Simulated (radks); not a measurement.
The numbers below are computed, except where a source is named.
Q: Mean orbital radii <r> (bohr) of the thallium ion Tl+, [Hg], of relativity; Dirac values are averaged over j with weights 2j + 1. Spin-unpolarised spherical Kohn-Sham, PBE, point nucleus unless stated (finite: rms radius 5.4759 fm), a radial shooting solver on a logarithmic mesh with Libxc functionals. A level marked "c x" has the speed of light scaled by that factor.

shell  non-rel.
2p      0.06642
3s       0.1980
3p       0.1885
3d       0.1644
4s       0.4338
4p       0.4369
4d       0.4424
4f       0.4573
5s       0.9745
5p        1.051
5d        1.353
6s        2.690

Give the values at the level "Dirac, c x 1.25".

A: 
shell  Dirac, c x 1.25  change of magnitude (%)
2p             0.06349                    -4.40
3s              0.1850                    -6.58
3p              0.1820                    -3.45
3d              0.1631                    -0.78
4s              0.4075                    -6.05
4p              0.4238                    -3.02
4d              0.4407                    -0.38
4f              0.4639                    +1.45
5s              0.9147                    -6.14
5p               1.022                    -2.75
5d               1.372                    +1.38
6s               2.506                    -6.84
